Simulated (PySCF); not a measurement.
C3H7AlO. Atoms are numbered in the order given.

```xyz
12

Al    -0.4209    -0.0775     0.0000
H     -2.0071    -0.1085     0.0000
C      0.5921    -1.7262     0.0000
C     -0.0724    -2.8940     0.0000
H      1.6897    -1.7756     0.0000
H      0.4339    -3.8692     0.0000
H     -1.1708    -2.9367     0.0000
O      0.3935     1.4146     0.0000
C      0.0577     2.7696     0.0000
H      0.4750     3.2730    -0.8907
H      0.4750     3.2730     0.8907
H     -1.0369     2.9386     0.0000
```
Charge 0, spin multiplicity 1.

Coordinates come from a ωB97X-D3(BJ)/def2-SVP optimisation. The structure was generated by enumeration; whether it is a known compound was not checked. Other conformers were not sampled.

Calculation: PBE/def2-TZVP in PySCF.

Symmetry labels are those of the subgroup Cs that the program uses (full group Cs).

Computed valence orbital energies around the gap with their symmetry:
```json
[
 {"orbital": "HOMO−7", "symmetry": "A\"", "energy (eV)": "-10.59"},
 {"orbital": "HOMO−6", "symmetry": "A'", "energy (eV)": "-10.55"},
 {"orbital": "HOMO−5", "symmetry": "A'", "energy (eV)": "-9.63"},
 {"orbital": "HOMO−4", "symmetry": "A'", "energy (eV)": "-8.41"},
 {"orbital": "HOMO−3", "symmetry": "A\"", "energy (eV)": "-7.03"},
 {"orbital": "HOMO−2", "symmetry": "A'", "energy (eV)": "-6.94"},
 {"orbital": "HOMO−1", "symmetry": "A\"", "energy (eV)": "-6.52"},
 {"orbital": "HOMO", "symmetry": "A'", "energy (eV)": "-6.44"},
 {"orbital": "LUMO", "symmetry": "A\"", "energy (eV)": "-1.97"},
 {"orbital": "LUMO+1", "symmetry": "A\"", "energy (eV)": "-0.35"},
 {"orbital": "LUMO+2", "symmetry": "A'", "energy (eV)": "-0.20"},
 {"orbital": "LUMO+3", "symmetry": "A'", "energy (eV)": "0.36"}
]
```
